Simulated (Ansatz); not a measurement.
Molecule (SMILES): F[C]F (closed-shell singlet).
Atoms: F1, C2, F3. Bonds: F1-C2, C2-F3.

Basis-set convergence of the optimised F1-C2 bond length at HF with Ansatz (a first-principles code). All functions are spherical. The program fits the integrals of some runs and decomposes those of others, by size. A restricted Hartree-Fock determinant is unstable towards unrestricted orbitals. No added dispersion term, no relativity. Reference: the value in def2-QZVPPD, 1.2709 Å, itself unsure by roughly 0.0003 Å (its mean distance from pcseg-3, def2-QZVPP, cc-pVQZ). Deviations are taken from unrounded values.

| basis | functions |
|---|---|
| pcseg-0 | 27 |
| pcseg-1 | 42 |
| aug-cc-pVDZ | 69 |
| aug-pcseg-1 | 69 |
| pcseg-2 | 90 |
| jun-cc-pV(T+d)Z | 117 |
| aug-cc-pVTZ | 138 |
| aug-pcseg-2 | 138 |
| pcseg-3 | 180 |

Task: Which is the smallest set listed that can be trusted to 0.003 Å here, that is, within that of the reference together with its larger relatives (same family, alike in diffuse functions; a set with none to test it counts only in the reference's own line)?

Result: The smallest set listed that lies within 0.003 Å of the reference with all its larger relatives (same family, alike in diffuse functions; a set with none counts only in the reference's own line) is pcseg-2 (90 functions, 0.0012 Å off). Inside, with no larger relative to test it: aug-pcseg-2. Value minus reference: pcseg-0 0.0665, pcseg-1 0.0081, aug-cc-pVDZ 0.0149, aug-pcseg-1 0.0088, pcseg-2 0.0012, jun-cc-pV(T+d)Z 0.0015, aug-cc-pVTZ 0.0018, aug-pcseg-2 0.0012, pcseg-3 -0.0005 Å.
